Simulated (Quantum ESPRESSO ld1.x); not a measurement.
Fractional charge and spin in the 5p shell of europium: the spin-up occupation runs from 2 to 3 and the spin-down occupation from 2 to 3; the fullest corner is Eu+, [Kr] 4d10 4f(up 3.5, down 3.5) 5s2 6s(up 0.5, down 0.5) 5p(up 3, down 3). All-electron calculation, scalar-relativistic Kohn-Sham, LDA (Slater exchange, Perdew-Zunger correlation), spin-polarised, spherical densities, point nucleus. Program: ld1.x of Quantum ESPRESSO 7.5. Energy (eV) above the fullest corner. The planes named below are the two flat planes that join the four corners, with an edge along up + down = one added electron.

down \ up,2,2.25,2.5,2.75,3
2,83.960,70.744,58.306,46.636,35.722
2.25,70.744,58.351,46.724,35.852,25.722
2.5,58.306,46.724,35.895,25.807,16.445
2.75,46.636,35.852,25.807,16.486,7.877
3,35.722,25.722,16.445,7.877,0.000

Corners above the fullest one (they belong to Eu2+ and the next ion): (up 3, down 2) 35.722 eV, (up 2, down 3) 35.722 eV, (up 2, down 2) 83.960 eV. With half an added electron in each spin the energy lies 0.174 eV from the planes, and with half an added electron in spin up alone -1.535 eV. The planes are only a guide here: the flat-plane condition holds for ground states with one frontier orbital, while this shell lies below other occupied shells, so the corners above the fullest one are inner-hole states and not the ground states of those ions.
